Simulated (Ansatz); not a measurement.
System: C2H3O, charge -1, multiplicity 1. It need not be the lowest isomer of its formula. Whether it binds its extra electron was not tested at this geometry. 
Structure (B3LYP-D3(BJ)/def2-TZVP (Ansatz, a quantum-chemistry and plane-wave program) minimum search):
```xyz
6

C      1.1857    -0.0003    -0.4662
C      0.1803    -0.0819     0.3934
O     -1.1810     0.0849    -0.0154
H      2.1485    -0.1586     0.0520
H      0.1579    -0.2708     1.4746
H     -1.0547     0.2437    -0.9665
```
Charge -1, spin multiplicity 1.

Basis-set convergence of Hartree-Fock and CCSD(T) correlation energies (hartree) with Ansatz. Valence correlation only, unless marked. No spin-orbit coupling. No relativistic terms.

| basis | functions | E(HF) | E(corr, CCSD(T)) | rough core time |
|---|---|---|---|---|
| aug-cc-pVDZ | 96 | -152.26312 | -0.54135 | under 20 s |
| aug-cc-pVTZ | 207 | ? | ? | 40 s |

Problem. Some entries are withheld; supply them.

Solution. 
- aug-cc-pVTZ, E(HF): -152.29868
- aug-cc-pVTZ, E(corr, CCSD(T)): -0.64059
